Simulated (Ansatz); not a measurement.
Mulliken charges of CH₃ClOSi, SMILES `ClC1O[SiH2]1` from PBE/def2-TZVPP in Ansatz (PBE0-D4/def2-TZVP geometry).

| atom | x (Å) | y (Å) | z (Å) | charge (e) |
| --- | --- | --- | --- | --- |
| Cl1 | -0.691 | -1.709 | 1.371 | -0.123 |
| C2 | 0.382 | -0.678 | 0.426 | 0.023 |
| O3 | 0.138 | -0.707 | -0.986 | -0.295 |
| Si4 | -0.216 | 0.820 | -0.396 | 0.365 |
| H5 | 1.412 | -0.895 | 0.693 | 0.120 |
| H6 | -1.642 | 1.191 | -0.316 | -0.042 |
| H7 | 0.679 | 1.910 | -0.838 | -0.049 |

Q: By hand: the dipole of these point charges (1 e Å = 4.8032 D).

A: Σ q r = (0.179, 0.451, 0.125) e Å, of length 0.501 e Å = 2.41 D.

Q: How does the dipole of the full density compare? (An estimate is asked.)

A: Ansatz gave: (0.121, 0.490, -0.014) e Å, 2.43 D; the point charges give 0.99 times that, at 18° from its direction.

Point charges leave out the atoms' own dipoles, such as those of lone pairs, and Mulliken's split depends on the basis, so the close match here is no proof of good charges.
